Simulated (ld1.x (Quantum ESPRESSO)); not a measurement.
**Before and after: TM semilocal potential for ruthenium (Ru)**

- Element: Ru
- Generator: ld1.x (Quantum ESPRESSO) 7.5
- Type: norm-conserving Troullier–Martins (semilocal form)
- Functional: PBE
- Relativity: scalar-relativistic
- Frozen core: [Kr]
- Valence charge: 8
- Reference configuration: 4d6.5 5s0 5p0 (charge +1.5)
- Partial waves: 5s (bound, empty): rc 2.20 bohr; 4d (bound): rc 1.70 bohr; 4f channel at 0.05 Ry: rc 3.40 bohr; 5p (bound, empty): rc 3.40 bohr
- Local potential: the p channel
- Core correction: none

All-electron outer shells of the reference configuration (PBE, scalar-relativistic, ld1.x):

```tsv
shell	level (eV)	outermost node (bohr)	outermost maximum (bohr)
4p	-59.88	0.49	0.98
4d	-18.11	0.48	1.21
5s	-14.62	1.23	2.50
5p	-9.62	1.38	3.09
```

Change: core correction a·sin(br)/r model core inside 2.08 bohr.

Cutoffs: the cutoffs (Ry, on a coarse ladder) from which the occupation-weighted sum of valence levels, in a spherical-Bessel basis at the reference potential, stays within 10 and 1 mRy of its value at 400 Ry; they do not see the model core or the augmentation charge, which bear on the density cutoff. Errors are all-electron minus pseudo energies relative to the spin-unpolarised reference configuration.

Problem. Predict the effect on cutoff, ghosts and configuration errors.

Solution. The potential gets neither clearly harder nor softer (50 Ry and 60 Ry → 50 Ry and 60 Ry); of the 7 tests that both files solve, the error grows in 4 and shrinks in 3 by more than 15 % and 0.3 meV (median size 44.1 → 15.6 meV); neither file shows a bound ghost. A semilocal file is local in each channel, so a ghost entry of none says nothing of the separable form that plane-wave codes build from it. A model core, the more so a compact one, raises the density cutoff, which this test does not measure.

| quantity | base | changed |
| --- | --- | --- |
| cutoff, loose | 50 Ry | 50 Ry |
| cutoff, tight | 60 Ry | 60 Ry |
| bound ghosts | none | none |
| error for 4d7 5s1 5p0, meV [ΔE -14.93 eV] | +65 | +1.6 |
| error for 4d7 5s0 5p0, meV [ΔE -7.64 eV] | -1.2 | -11 |
| error for 4d6 5s0 5p0, meV [ΔE 10.54 eV] | -5.9 | -17 |
| error for 4d7.5 5s0.5 5p0, meV [ΔE -15.25 eV] | +44 | -16 |
| error for 4d4 5s0 5p0, meV [ΔE 85.68 eV] | -360 | -723 |
| error for 4d7 5s0.5 5p0, meV [ΔE -12.07 eV] | +30 | -3.2 |
| error for 4d6 5s2 5p0, meV [ΔE -13.23 eV] | +44 | -51 |
| s: phases at 3.71 bohr within 0.05 rad from the reference energy up to (Ry; the scan ends near 5) | 0.4 | 0.4 |
| p: phases at 3.71 bohr within 0.05 rad from the reference energy up to (Ry; the scan ends near 5) | 1.0 | 1.0 |
| d: phases at 3.71 bohr within 0.05 rad from the reference energy up to (Ry; the scan ends near 5) | 3.3 | 3.3 |
| f: phases at 3.71 bohr within 0.05 rad from the reference energy up to (Ry; the scan ends near 5) | 1.5 | 1.5 |
